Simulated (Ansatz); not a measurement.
A set of 12 reactions (ligand exchange), with CCSD(T)/CBS values in kJ/mol:

```
                                                                           reaction      ΔE
                 `[CH3][Mo](=[O])(=[O])[F]` + HCl → `[O]=[Mo](=[O])([F])[Cl]` + CH₄  -129.8
                                                  `CB(N)Br` + H₂S → `NB(S)Br` + CH₄   -53.5
  `C[Si](C)(C)[Ga]([Cl])[Cl]` + `CC(C)N` → `CC(C)[NH][Ga]([Cl])[Cl]` + `C[SiH](C)C`   -12.8
`N[SiH](O)[Si](N)(Cl)Cl` + `N[SiH](O)F` → `N[Si@H](F)O[Si@@H](N)O` + `N[SiH](Cl)Cl`  -144.9
                    `CN([SiH2]F)[SiH](O)O` + `BNC` → `BN(C)[SiH2]F` + `CN[SiH](O)O`    20.0
                                                `CB(C)CCl` + H₂S → `CB(S)CCl` + CH₄   -95.4
                                `C[BH][SnH2][GaH2]` + HCl → `CBCl` + `[GaH2][SnH3]`   -99.1
                `[AlH2][B]([SiH3])O[SiH3]` + H–F → `F[B]([AlH2])[SiH3]` + `O[SiH3]`    11.4
                                       `N[Si](N)(N)N` + HCl → `N[Si](N)(N)Cl` + NH₃   -51.1
                                                   `C#CBCO` + HCl → `OCBCl` + `C#C`   -42.8
                        `CB[SiH2][SiH2][AlH2]` + H₂S → `CBS` + `[AlH2][SiH2][SiH3]`  -106.1
                                   `C[C](=N)[SnH3]` + CH₃SH → `C[S][SnH3]` + `CC=N`   -79.1
```

Calculated with Ansatz (gas phase, PBE0-D4/def2-TZVP geometries, no zero-point term in ΔE). CCSD(T)/CBS is the MP2 limit (def2-TZVPP, def2-QZVPP) plus CCSD(T) − MP2 in def2-TZVPP, frozen cores. This one scheme is used for every species. Functionals use def2-TZVPP. Elements past krypton have def2 core potentials. For Br, Ga, Mo, Sn outer-core shells are correlated without core-valence functions, which leaves a few kJ/mol of doubt a bond. Scalar relativity is left out up to krypton. Each species was taken in one conformer, which may not be the lowest.

Q: Give the mean, mean absolute and largest difference (level minus CCSD(T)/CBS, kJ/mol) for: PBE-D4, r2SCAN-D4, ωB97X-V, ωB97M-V, B2PLYP, PBE, r2SCAN, HF/def2-TZVPP, MP2/def2-TZVPP, SCS-MP2/def2-TZVPP, CCSD/def2-TZVPP, HF/def2-QZVPP, MP2/def2-QZVPP, CCSD/CBS(def2). (Best estimate.)

A: The calculation gave: 
```csv
level,mean,mean absolute,largest
PBE-D4,3.6,8.7,32.6
r2SCAN-D4,-1.9,5.6,-12.4
ωB97X-V,-1.6,3.2,-11.8
ωB97M-V,-0.8,3.0,-11.9
B2PLYP,-4.7,5.2,-14.1
PBE,1.3,8.7,28.6
r2SCAN,-2.7,5.9,-12.7
HF/def2-TZVPP,-10.6,13.6,-32.9
MP2/def2-TZVPP,-4.2,5.0,-20.7
SCS-MP2/def2-TZVPP,-4.6,5.4,-15.1
CCSD/def2-TZVPP,-0.4,4.4,-7.4
HF/def2-QZVPP,-10.8,14.1,-35.6
MP2/def2-QZVPP,-4.3,4.8,-22.2
CCSD/CBS(def2),-0.5,2.6,5.6
```

The largest T1 diagnostic in the set is 0.025, for `[CH3][Mo](=[O])(=[O])[F]` (customary mark 0.02).

CCSD(T)/CBS is a level of theory with its own doubt, and the functionals carry their triple-zeta basis error, so these figures describe this set and don't rank the functionals.
